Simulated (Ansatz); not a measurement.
Steps of a relaxation of C2H5FO2Si, SMILES `CO[Si]1(F)CO1` with RKS PBE0-D4/def2-TZVP.

```sh
$ ansatz run in.yaml --threads 4 --pin off --events-out ev --progress --plain --max-ram 10444MiB
```

```yaml
crystal:
  periodic: [false, false, false]
  atoms:
    - {symbol: C, position_ang: [0.110016, -2.133120, 0.009901]}
    - {symbol: O, position_ang: [0.552157, -0.789553, -0.146362]}
    - {symbol: Si, position_ang: [-0.297712, 0.597820, 0.081289]}
    - {symbol: F, position_ang: [-1.881690, 0.218595, 0.128237]}
    - {symbol: C, position_ang: [0.321558, 2.250703, -0.286874]}
    - {symbol: O, position_ang: [0.226498, 1.749065, 1.165585]}
    - {symbol: H, position_ang: [-0.997086, -2.216205, -0.018678]}
    - {symbol: H, position_ang: [0.534520, -2.744561, -0.812320]}
    - {symbol: H, position_ang: [0.472702, -2.545259, 0.976055]}
    - {symbol: H, position_ang: [1.367162, 2.439434, -0.599045]}
    - {symbol: H, position_ang: [-0.342725, 3.116180, -0.477387]}
basis:
  gaussian: {orbitals: def2-TZVP}
hamiltonian: {xc: pbe0, dispersion: d4}
relax: {f_tol: 0.005, max_steps: 150}
```

Positions (Å) and forces (eV/Å) along the path, 11 of 27 steps:

```xyz
11
step=1 energy=-16837.6743 eV
C     0.110   -2.133    0.010   -0.168   -0.397    0.066
O     0.552   -0.790   -0.146   -0.713    0.766    0.206
Si   -0.298    0.598    0.081   -0.123   -0.125    0.571
F    -1.882    0.219    0.128    1.422    0.360   -0.045
C     0.322    2.251   -0.287   -0.034    0.010   -0.004
O     0.226    1.749    1.166   -0.370   -0.735   -1.098
H    -0.997   -2.216   -0.019    0.580    0.090    0.002
H     0.535   -2.745   -0.812   -0.201    0.393    0.403
H     0.473   -2.545    0.976   -0.167    0.298   -0.503
H     1.367    2.439   -0.599   -0.590   -0.143    0.233
H    -0.343    3.116   -0.477    0.364   -0.518    0.169
11
step=2 energy=-16837.7708 eV
C     0.105   -2.118    0.011   -0.028   -0.155    0.011
O     0.553   -0.783   -0.145   -0.416    0.574    0.113
Si   -0.290    0.589    0.080   -0.107   -0.075    0.402
F    -1.856    0.213    0.126    0.865    0.231   -0.033
C     0.317    2.231   -0.292   -0.053   -0.064    0.056
O     0.227    1.730    1.153   -0.244   -0.506   -0.616
H    -0.989   -2.192   -0.021    0.172    0.025    0.001
H     0.528   -2.718   -0.803   -0.066    0.098    0.127
H     0.463   -2.518    0.969   -0.055    0.077   -0.156
H     1.351    2.422   -0.591   -0.170   -0.048    0.057
H    -0.342    3.086   -0.466    0.102   -0.156    0.036
11
step=5 energy=-16837.8057 eV
C     0.102   -2.110    0.009    0.038   -0.037   -0.017
O     0.542   -0.772   -0.117   -0.001    0.022   -0.012
Si   -0.282    0.588    0.096    0.011   -0.023    0.034
F    -1.825    0.230    0.150   -0.030    0.004   -0.016
C     0.310    2.217   -0.302   -0.017   -0.033    0.016
O     0.236    1.715    1.141    0.013    0.043   -0.010
H    -0.985   -2.189   -0.058   -0.040    0.007    0.003
H     0.551   -2.696   -0.794    0.008    0.000   -0.012
H     0.432   -2.514    0.967    0.001   -0.013    0.024
H     1.336    2.410   -0.605    0.021    0.013   -0.009
H    -0.352    3.064   -0.465   -0.003    0.018    0.000
11
step=9 energy=-16837.8072 eV
C     0.103   -2.115    0.006    0.030    0.026    0.018
O     0.556   -0.772    0.023   -0.019   -0.084    0.017
Si   -0.277    0.592    0.149    0.003    0.016   -0.020
F    -1.821    0.236    0.176    0.008   -0.005    0.010
C     0.308    2.206   -0.323   -0.011    0.031   -0.004
O     0.230    1.770    1.142   -0.004   -0.027   -0.011
H    -0.985   -2.174   -0.082    0.017    0.001    0.008
H     0.559   -2.626   -0.845   -0.012    0.029    0.040
H     0.416   -2.612    0.929   -0.018    0.042   -0.067
H     1.334    2.397   -0.628   -0.002   -0.010    0.006
H    -0.358    3.043   -0.526    0.009   -0.019    0.002
11
step=12 energy=-16837.8077 eV
C     0.103   -2.113    0.008   -0.002   -0.008    0.002
O     0.558   -0.774    0.049    0.003    0.019    0.004
Si   -0.276    0.592    0.149   -0.008   -0.003    0.005
F    -1.820    0.233    0.168    0.001   -0.002   -0.001
C     0.309    2.204   -0.325    0.001   -0.012   -0.005
O     0.222    1.773    1.141    0.005    0.002   -0.006
H    -0.985   -2.170   -0.066    0.000   -0.001    0.000
H     0.548   -2.606   -0.858   -0.001   -0.001   -0.002
H     0.427   -2.627    0.915    0.000   -0.001   -0.003
H     1.337    2.392   -0.624    0.003    0.004    0.005
H    -0.357    3.038   -0.537   -0.001    0.003    0.001
11
step=15 energy=-16837.8078 eV rejected
C     0.105   -2.108    0.007    0.006   -0.021    0.006
O     0.560   -0.772    0.097   -0.008   -0.024    0.011
Si   -0.280    0.592    0.167    0.026    0.022   -0.025
F    -1.824    0.234    0.173   -0.009   -0.011    0.010
C     0.310    2.195   -0.331   -0.009    0.022   -0.016
O     0.216    1.789    1.141   -0.009   -0.004    0.017
H    -0.984   -2.163   -0.064   -0.003   -0.001    0.000
H     0.545   -2.572   -0.877   -0.001    0.005    0.000
H     0.432   -2.654    0.894   -0.001    0.001   -0.004
H     1.340    2.378   -0.627    0.005    0.002   -0.001
H    -0.354    3.025   -0.560    0.004    0.008    0.003
11
step=18 energy=-16837.7545 eV rejected
C     0.101   -2.127    0.008    0.012    1.047    0.070
O     0.546   -0.762    0.110   -0.088   -0.402   -0.037
Si   -0.291    0.612    0.164    0.201   -1.031    0.548
F    -1.824    0.209    0.161   -0.068    0.220    0.028
C     0.306    2.173   -0.343    0.500    1.230   -0.077
O     0.240    1.810    1.140   -0.434   -0.481   -0.216
H    -0.986   -2.159   -0.054   -0.059   -0.147   -0.009
H     0.539   -2.559   -0.886    0.064   -0.114   -0.113
H     0.440   -2.661    0.890    0.048   -0.106    0.090
H     1.343    2.392   -0.609   -0.172   -0.173   -0.204
H    -0.350    3.015   -0.560   -0.004   -0.043   -0.080
11
step=23 energy=-16837.8084 eV
C     0.106   -2.105    0.013    0.003    0.002   -0.002
O     0.552   -0.776    0.201   -0.009   -0.005    0.001
Si   -0.284    0.593    0.185    0.004   -0.004   -0.001
F    -1.828    0.235    0.151    0.002    0.000    0.000
C     0.317    2.184   -0.343    0.001    0.001   -0.003
O     0.186    1.816    1.138    0.000    0.003   -0.003
H    -0.985   -2.168   -0.011    0.003   -0.003    0.001
H     0.509   -2.490   -0.926   -0.002    0.001    0.006
H     0.480   -2.716    0.837   -0.001    0.003   -0.004
H     1.354    2.361   -0.616   -0.001    0.000    0.002
H    -0.341    3.008   -0.609    0.000    0.001    0.004
11
step=25 energy=-16837.8084 eV
C     0.106   -2.105    0.014    0.005    0.000    0.000
O     0.550   -0.776    0.214   -0.008   -0.001   -0.001
Si   -0.285    0.593    0.186    0.004   -0.002    0.000
F    -1.829    0.236    0.146    0.001    0.000    0.000
C     0.318    2.183   -0.344    0.000    0.000    0.001
O     0.181    1.819    1.137    0.000    0.000   -0.002
H    -0.984   -2.171   -0.001    0.001    0.000    0.000
H     0.502   -2.479   -0.932   -0.002    0.001    0.003
H     0.489   -2.723    0.828   -0.001    0.003   -0.003
H     1.357    2.359   -0.613    0.000    0.000    0.000
H    -0.338    3.007   -0.615    0.000   -0.001    0.000
11
step=26 energy=-16837.8084 eV
C     0.106   -2.105    0.014    0.002    0.001    0.000
O     0.550   -0.776    0.213   -0.005    0.001   -0.001
Si   -0.285    0.593    0.186    0.003   -0.001    0.000
F    -1.829    0.236    0.146    0.001    0.000    0.000
C     0.318    2.183   -0.344    0.000   -0.002    0.001
O     0.181    1.818    1.137    0.000    0.000   -0.001
H    -0.984   -2.171    0.000    0.000    0.000    0.000
H     0.501   -2.479   -0.932    0.000    0.000    0.000
H     0.489   -2.722    0.828    0.000    0.000    0.000
H     1.357    2.359   -0.613    0.000    0.000    0.000
H    -0.338    3.007   -0.614    0.000    0.000    0.000
11
step=27 energy=-16837.8084 eV
C     0.106   -2.105    0.015    0.000    0.000    0.000
O     0.549   -0.776    0.213   -0.002    0.000    0.000
Si   -0.285    0.593    0.185    0.001    0.001    0.000
F    -1.829    0.237    0.144    0.000    0.000    0.000
C     0.318    2.183   -0.343   -0.001   -0.001    0.000
O     0.181    1.818    1.137    0.000    0.000    0.000
H    -0.984   -2.172    0.001    0.000    0.000    0.000
H     0.501   -2.479   -0.932    0.001    0.000   -0.001
H     0.490   -2.722    0.828    0.001   -0.001    0.001
H     1.357    2.359   -0.612    0.000    0.000    0.000
H    -0.338    3.007   -0.614    0.000    0.000    0.000
```

Run time 110 s (4 threads of an Arm Neoverse V1 on a shared host); peak host memory 0.6 GiB.
